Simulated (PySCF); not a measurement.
## Ionisation energy of Ho³⁷⁺ by level of theory

Ho³⁷⁺ [Ar] 3d10 4s2 (1S) → Ho³⁸⁺ [Ar] 3d10 4s1 (2S), as a difference of total energies. All numbers are calculated (PySCF 2.14, scalar relativity by spin-free X2C-1e, in an even-tempered Gaussian basis (19 s from 3.7 bohr⁻², ratio 2.5; 13 p from 4.8 bohr⁻², ratio 2.5; 8 d from 8.6 bohr⁻², ratio 2.5; 4 f from 22 bohr⁻², ratio 2.7; 4 g from 34 bohr⁻², ratio 2.7)). Correlated levels: outer shells: [Ne] frozen; virtual orbitals above 40 to 60 times the deepest correlated orbital energy dropped. The calculations carry no spin-orbit coupling.

```json
{"method": "UHF", "ionisation energy (eV)": "1717.1"}
{"method": "LDA", "ionisation energy (eV)": "1724.2"}
{"method": "PBE", "ionisation energy (eV)": "1724.6"}
{"method": "M06", "ionisation energy (eV)": "1721.8"}
{"method": "M06-L", "ionisation energy (eV)": "1719.7"}
{"method": "MP2 (outer shells)", "ionisation energy (eV)": "1720.0"}
{"method": "SCS-MP2 (outer shells)", "ionisation energy (eV)": "1720.0"}
```

Q: Estimate what PBE0 gives.

A: 1723.0 eV, closest to M06 among the rows shown.

Q: Estimate what r2SCAN gives.

A: 1719.7 eV, closest to M06-L among the rows shown.

Breit and QED terms and the two-electron picture change are absent.

For comparison: 1719 ± 4 eV (theoretical estimate listed by NIST; NIST Atomic Spectra Database, ionization energies).
